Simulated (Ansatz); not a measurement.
`[OH][Ge]([OH])([OH])[OH]` → Ge• + 4 H• + 4 O•  (atomization)

Computed with Ansatz on PBE0-D4/def2-TZVP structures; ΔE is electronic, products minus reactants. CCSD(T)/CBS is the MP2 limit (def2-TZVPP, def2-QZVPP) plus CCSD(T) − MP2 in def2-TZVPP, frozen cores. This one scheme is used for every species, atoms too. DFT in def2-TZVPP. No spin–orbit coupling; open shells (•) take unrestricted orbitals. Spin–orbit coupling would lower the free atoms: a little for O; clearly for Ge. For Ge outer-core shells are correlated without core-valence functions, so the limit isn't a true one: a few kJ/mol of doubt a bond, and 10 to 20 or more in all where bonds break to atoms. Scalar relativity is left out up to krypton. One conformer a species, not always the lowest.

CCSD(T)/CBS gives +3404.6 kJ/mol.

Task: Another level gave +3363.9 kJ/mol. Which?
A. B2PLYP/def2-TZVPP
B. BLYP-D4/def2-TZVPP
C. CAM-B3LYP-D4/def2-TZVPP
D. LDA (SPW92)/def2-TZVPP

Result: C. CAM-B3LYP-D4 3363.9, B2PLYP 3323.9, LDA (SPW92) 3968.1, BLYP-D4 3354.4 kJ/mol.

Largest T1 diagnostic among the species: 0.012.

In def2-TZVPP, CCSD(T) changes the Hartree–Fock value by +1101.1 kJ/mol (the triples alone add +68.5 kJ/mol) and MP2 by +1224.4 kJ/mol; breaking electron pairs costs correlation energy, which Hartree–Fock lacks. From BLYP to BHLYP (50 % exact exchange), in def2-TZVPP and without D4, ΔE moves by −178.8 kJ/mol: exact exchange takes away binding that semilocal exchange gives to molecules.

For atomizations the MP2-based limit and the directly extrapolated one differ by several kJ/mol either way, and by 10 to 25 for some Ge, Se and Sn compounds, so smaller differences from it don't rank the levels.
